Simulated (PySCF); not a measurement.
Computed shifts of a molecule C3H10OSi2, PBE/pcSseg-1 in PySCF, GIAO, gas phase, atoms alike by connectivity averaged where their shifts nearly agree, in ppm (number of nuclei): ¹³C: 72.0 (1), 70.5 (1), -1.5 (1). ²⁹Si: 12.0 (1), -81.1 (1). ¹H: 6.06 (1), 5.20 (1), 4.85 (2), 4.29 (3), 0.89 (3). References: ¹³C against TMS (σ = 182.0 ppm); ²⁹Si against TMS (σ = 335.4 ppm); ¹⁷O against H2O (σ = 334.3 ppm); ¹H against TMS (σ = 31.49 ppm), references at their B3LYP-D3(BJ)/def2-TZVP geometries, non-relativistic. Geometry optimised at PBE0-D3(BJ)/def2-SVP. Other conformers were not sampled.

Question: Pick the molecule that these values belong to.
A. C/C=C(\[SiH3])O[SiH3]
B. C[Si@H]1CO[C@H]1[SiH3]
C. O[C@]1([SiH3])CC[SiH2]1
D. C=C[C@@H]([SiH3])O[SiH3]

Answer: B, C[Si@H]1CO[C@H]1[SiH3]
